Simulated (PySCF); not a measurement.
Orbital picture of PdSe

MN15 at R = 2.230 Å; PySCF, spin-free X2C with a Gaussian nucleus, basis sets Pd x2c-TZVPPall, Se x2c-TZVPPall. State: ³Σ⁻ (triplet), unpaired electrons π ↑↑. Only the outer orbitals are listed, counted within each symmetry.

```json
{"spin": "α", "orbital": "16σ", "occ.": "1", "ε (eV)": "-10.39", "on Pd (%)": "53", "main shells (%)": "52 Pd d, 44 Se p"}
{"spin": "α", "orbital": "8π", "occ.": "1", "ε (eV)": "-10.00", "on Pd (%)": "57", "main shells (%)": "56 Pd d, 43 Se p"}
{"spin": "α", "orbital": "8π", "occ.": "1", "ε (eV)": "-10.00", "on Pd (%)": "57", "main shells (%)": "56 Pd d, 43 Se p"}
{"spin": "α", "orbital": "3δ", "occ.": "1", "ε (eV)": "-8.38", "on Pd (%)": "100", "main shells (%)": "100 Pd d"}
{"spin": "α", "orbital": "3δ", "occ.": "1", "ε (eV)": "-8.37", "on Pd (%)": "100", "main shells (%)": "100 Pd d"}
{"spin": "α", "orbital": "9π", "occ.": "1", "ε (eV)": "-7.71", "on Pd (%)": "44", "main shells (%)": "56 Se p, 42 Pd d"}
{"spin": "α", "orbital": "9π", "occ.": "1", "ε (eV)": "-7.71", "on Pd (%)": "44", "main shells (%)": "56 Se p, 42 Pd d"}
{"spin": "α", "orbital": "17σ", "occ.": "1", "ε (eV)": "-7.20", "on Pd (%)": "58", "main shells (%)": "42 Se p, 40 Pd d, 18 Pd s"}
{"spin": "α", "orbital": "18σ", "occ.": "0", "ε (eV)": "-1.34", "on Pd (%)": "93", "main shells (%)": "73 Pd s, 17 Pd p"}
{"spin": "α", "orbital": "10π", "occ.": "0", "ε (eV)": "1.07", "on Pd (%)": "97", "main shells (%)": "97 Pd p"}
{"spin": "α", "orbital": "10π", "occ.": "0", "ε (eV)": "1.07", "on Pd (%)": "97", "main shells (%)": "97 Pd p"}
{"spin": "β", "orbital": "15σ", "occ.": "1", "ε (eV)": "-18.53", "on Pd (%)": "8", "main shells (%)": "92 Se s"}
{"spin": "β", "orbital": "16σ", "occ.": "1", "ε (eV)": "-9.78", "on Pd (%)": "55", "main shells (%)": "53 Pd d, 41 Se p"}
{"spin": "β", "orbital": "8π", "occ.": "1", "ε (eV)": "-8.47", "on Pd (%)": "76", "main shells (%)": "75 Pd d, 23 Se p"}
{"spin": "β", "orbital": "8π", "occ.": "1", "ε (eV)": "-8.47", "on Pd (%)": "76", "main shells (%)": "75 Pd d, 23 Se p"}
{"spin": "β", "orbital": "3δ", "occ.": "1", "ε (eV)": "-8.21", "on Pd (%)": "100", "main shells (%)": "100 Pd d"}
{"spin": "β", "orbital": "3δ", "occ.": "1", "ε (eV)": "-8.18", "on Pd (%)": "100", "main shells (%)": "100 Pd d"}
{"spin": "β", "orbital": "17σ", "occ.": "1", "ε (eV)": "-6.84", "on Pd (%)": "60", "main shells (%)": "40 Se p, 35 Pd d, 23 Pd s"}
{"spin": "β", "orbital": "9π", "occ.": "0", "ε (eV)": "-3.07", "on Pd (%)": "30", "main shells (%)": "70 Se p, 23 Pd d"}
{"spin": "β", "orbital": "9π", "occ.": "0", "ε (eV)": "-3.07", "on Pd (%)": "30", "main shells (%)": "70 Se p, 23 Pd d"}
{"spin": "β", "orbital": "18σ", "occ.": "0", "ε (eV)": "-0.98", "on Pd (%)": "90", "main shells (%)": "69 Pd s, 17 Pd p, 10 Se p"}
```

Q: Which are the highest filled and the lowest empty level, where do they sit, and how wide is the gap?

A: Highest filled β 17σ at -6.84 eV (in %: 40 Se p, 35 Pd d, 23 Pd s); lowest empty β 9π at -3.07 eV (in %: 70 Se p, 23 Pd d); the gap at MN15 is 3.77 eV.

```
bond order (Mayer)                               : 1.62
⟨S²⟩                                             : 2.016
charge on Pd (Mulliken, basis-dependent)         : 0.06
charge on Pd (Löwdin, basis-dependent)           : -0.40
dipole moment (positive dipole means Pd(−)Se(+)) : -2.01 D
```

Spin–orbit coupling is left out. The state is the lowest single determinant that the PBE0 search found; with open d or f shells the true ground state can be another one.
